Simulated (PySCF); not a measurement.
A GIAO shielding run with PySCF 2.14 (density fitting, non-relativistic, gas phase) on `CCO[C@@H]1C[C@@H]1[C@@H](F)OC`, C$_{7}$H$_{13}$FO$_{2}$:

```
$ OMP_NUM_THREADS=1 python probes_run.py task.json out

{"job": {"kind": "nmr", "xc": "PBE0", "basis": "pcSseg-1"}, "charge": 0, "multiplicity": 1}
C      1.204705     1.610237    -0.799080
C      1.881464     0.361388    -1.326339
O      1.120150    -0.816473    -1.180919
C      1.127921    -1.367507     0.085393
C      0.235009    -2.532475     0.307904
C     -0.063774    -1.233429     1.005249
C     -1.265187    -0.455668     0.582682
F     -2.415987    -1.130294     0.950200
O     -1.243656     0.769946     1.197473
C     -2.246220     1.655455     0.771632
H      0.263139     1.799469    -1.337962
H      1.859325     2.483487    -0.943270
H      0.966617     1.525397     0.270511
H      2.070679     0.457638    -2.406801
H      2.866999     0.226522    -0.837843
H      2.115786    -1.368856     0.567100
H      0.591103    -3.380634     0.896106
H     -0.412044    -2.795910    -0.533363
H      0.129891    -1.167015     2.080236
H     -1.310726    -0.354757    -0.519852
H     -2.078137     2.612417     1.282336
H     -3.250543     1.280523     1.026634
H     -2.197752     1.820485    -0.321300
```

Hardware: 1 thread of an Arm Neoverse V1, shared host. The job also computes population analyses, field gradients, ring-centre shieldings.

(1) How large is the calculation?

(2) How long does it take, and how much memory does it need?

## Answers

(1) 80 electrons, 235 basis functions and 1214 auxiliary functions.

(2) 51 s of wall time, with 14 SCF cycles and 4 response iterations; peak memory 1.2 GiB. Times on a shared host scatter by some tens of per cent.
